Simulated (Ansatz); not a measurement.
Relaxation of C₂H₉AlClN (14 atoms, charge 0, multiplicity 1), to a largest force component of 0.03 eV/Å in at most 50 steps.

The calculation used UKS B3LYP-D4/def2-SVP (Ansatz).

```xyz
14
Properties=species:S:1:pos:R:3:forces:R:3
Al 1.074 -0.462 0.025 0.45 0.78 0.14
Cl 2.226 1.373 0.402 -0.32 -0.79 -0.15
C 0.419 -0.822 -1.767 -0.02 0.00 -0.03
N 0.899 -1.536 1.418 0.00 -0.01 0.02
H -0.373 1.808 0.440 0.31 0.13 -0.04
C -1.434 1.577 0.512 -0.50 -0.13 0.01
H 1.227 -1.235 -2.397 -0.03 0.02 0.03
H 0.075 0.108 -2.251 0.01 -0.04 0.02
H -0.414 -1.546 -1.775 0.04 0.03 0.00
H 0.403 -2.423 1.421 0.01 0.02 -0.01
H 1.290 -1.351 2.338 -0.01 0.00 -0.02
H -1.584 0.535 0.840 0.01 0.05 -0.01
H -1.919 1.728 -0.465 0.04 -0.01 0.06
H -1.889 2.246 1.257 0.01 -0.03 -0.03
```

Q: Where does it end, and by what steps?

A: The run converged. The force dipped under the threshold on the way, but the program's further checks kept it going. After 8 steps the energy has fallen by 0.071 eV; H13 moved furthest, 0.42 Å.

```tsv
step	energy less start (eV)	largest force component (eV/Å)	accepted
0	0.0000	0.794	yes
1	-0.0498	0.341	yes
2	-0.0592	0.174	yes
3	-0.0640	0.103	yes
4	-0.0676	0.229	yes
5	-0.0700	0.067	yes
6	-0.0699	0.048	no
7	-0.0704	0.006	yes
8	-0.0706	0.010	yes
```

```xyz
14
Properties=species:S:1:pos:R:3
Al 1.146 -0.429 0.015
Cl 2.494 1.178 0.360
C 0.418 -0.744 -1.758
N 0.818 -1.472 1.409
H -0.455 1.986 0.339
C -1.425 1.501 0.522
H 1.187 -1.176 -2.423
H 0.084 0.197 -2.224
H -0.436 -1.440 -1.740
H 0.203 -2.280 1.398
H 1.220 -1.353 2.334
H -1.279 0.556 1.068
H -1.929 1.304 -0.435
H -2.045 2.171 1.135
```

Whether the end is a true minimum wasn't checked by a vibrational analysis.

The run took 50 s on 4 threads of Arm Neoverse N1, with other jobs on the host, peak memory 0.42 GiB.
